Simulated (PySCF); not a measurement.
Relaxation of singlet GeS(OH)2

Method: PBE0 in PySCF with Ge def2-SVP, S def2-SVP, O def2-SVP, H def2-SVP; no relativity; density-fitted integrals. A (50,194) grid was used.

A hand-made trigonal planar (heavy-atom frame) start, of Cs symmetry, held to at least that symmetry:

```xyz
6
charge 0 multiplicity 1, angstrom
Ge    0.1156    0.2109    0.0000
S    -0.9094   -1.5645    0.0000
O     1.9556    0.2109    0.0000
O    -0.8044    1.8044    0.0000
H     2.5727   -0.5245    0.0000
H    -0.4761    2.7065    0.0000
```

Question: What forces act on the atoms at the start (eV/Å)?

Answer: 
```tsv
atom	Fx	Fy	Fz
Ge1	0.74	0.08	0.00
S2	0.18	0.64	0.00
O3	-1.94	2.01	0.00
O4	0.98	-2.10	0.00
H5	-0.65	-0.62	0.00
H6	0.70	0.00	0.00
```

Question: What does it relax to?

Answer: It ends at Cs with Ge–O 1.746 Å, Ge–O 1.759 Å, Ge–S 2.016 Å, O–H 0.966 Å (×2); Ge–O–H 111.2°, Ge–O–H 112.3°, O–Ge–O 101.1°, O–Ge–S 129.5° (×2) (after a last refinement on a finer grid). A frequency run shows a minimum. Other isomers or separated fragments may lie lower.

Question: How much energy is released, and in how many steps?

Answer: 77.4 kJ/mol in 9 steps.

The relaxation took 17 s on 2 threads of a shared Arm Neoverse V2 host, with 88 basis functions and 10 gradients; the process peaked at 0.76 GiB. Launch command: `OMP_NUM_THREADS=2 python axn.py task.json out`.
